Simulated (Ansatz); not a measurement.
CH7AlO4Si. The species carries charge 0 and has multiplicity 1. The bonds changed during the relaxation, so this is another structure than the one it started from. All single points use the PBE0-D4/def2-TZVP geometry. It is one conformer, not always the lowest.

```xyz
14

C    -1.038   -0.788    2.105
Al   -1.261    0.149    0.410
O    -0.062    1.417   -0.001
Si    0.895    0.612   -0.986
O     1.095    1.231   -2.475
O     2.356    0.107   -0.495
O    -0.093   -0.784   -0.961
H    -1.539   -1.762    2.102
H     0.015   -0.953    2.353
H    -1.476   -0.215    2.930
H    -2.680    0.350   -0.272
H     0.396    1.803   -2.797
H     3.121    0.505   -0.913
H     0.270   -1.671   -1.001
```

Problem. What is the dipole moment at r2SCAN/def2-TZVPP? (Estimate.)

Solution. Computed: 3.11 D, with components (2.07, -1.09, -2.04) D in this frame, pointing from negative to positive charge.

Problem. And with PBE, B3LYP, ωB97M-V? (Estimate.)

Solution. Computed: PBE 3.04 D, B3LYP 3.08 D, ωB97M-V 3.12 D.

Problem. Give the Mulliken charges with r2SCAN, ωB97M-V, PBE in def2-TZVPP. (Estimate.)

Solution. The calculation gave: 
| atom | r2SCAN | ωB97M-V | PBE |
| --- | --- | --- | --- |
| C1 | -0.40 | -0.54 | -0.45 |
| Al2 | 0.55 | 0.51 | 0.44 |
| O3 | -0.49 | -0.46 | -0.40 |
| Si4 | 0.82 | 0.77 | 0.63 |
| O5 | -0.40 | -0.37 | -0.34 |
| O6 | -0.41 | -0.38 | -0.35 |
| O7 | -0.31 | -0.27 | -0.23 |
| H8 | 0.06 | 0.10 | 0.08 |
| H9 | 0.06 | 0.10 | 0.09 |
| H10 | 0.06 | 0.10 | 0.09 |
| H11 | -0.19 | -0.14 | -0.15 |
| H12 | 0.22 | 0.20 | 0.21 |
| H13 | 0.22 | 0.19 | 0.21 |
| H14 | 0.21 | 0.19 | 0.19 |

B3LYP here is the variant with VWN-RPA as its local correlation; programs differ in this.
